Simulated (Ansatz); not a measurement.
MnCl, multiplicity 7 (the spin of the measured ground state), most abundant isotopes (54.9380 and 34.9689 u). Constants from fifth-degree fits in 1/R to seven points on the lowest solution found; no spin–orbit coupling, no relativity up to Kr; ω_e x_e and α_e move by some per cent with the fit.

Correlated levels freeze the inner cores; with def2 sets outer-core shells near the valence are correlated too.

Run with Ansatz (Gaussian basis) for Hartree–Fock, density functionals and correlated methods. Values without a source in brackets are computed.

Total energies (hartree; each atom in its lowest state at that level) and vibrational constants (cm⁻¹):

```
level               E(MnCl) at r_e         E(Mn)        E(Cl)  ω_e  ω_e x_e
------------------  --------------  ------------  -----------  ---  -------
PBE/def2-TZVPP        -1610.829590  -1150.723764  -459.958430  378      1.4
B3LYP/def2-TZVPP      -1611.300167  -1151.007115  -460.167005  373      1.4
wB97M-V/def2-TZVPP    -1611.165015  -1150.912802  -460.125172  385      1.3
CCSD(T)/def2-QZVPP    -1610.174010  -1150.346758  -459.695345  387      1.5
```

Q: Work out D_e and D₀ in eV.

A: 
D_e = E(Mn) + E(Cl) − E(molecule), times 27.2114 eV; D₀ = D_e − (ω_e/2 − ω_e x_e/4)/8065.54.
- PBE/def2-TZVPP: D_e = 4.011, zero point 0.023, D₀ = 3.987 eV
- B3LYP/def2-TZVPP: D_e = 3.430, zero point 0.023, D₀ = 3.407 eV
- wB97M-V/def2-TZVPP: D_e = 3.457, zero point 0.024, D₀ = 3.433 eV
- CCSD(T)/def2-QZVPP: D_e = 3.589, zero point 0.024, D₀ = 3.565 eV
No counterpoise correction is made.

Ansatz is an electronic-structure program.
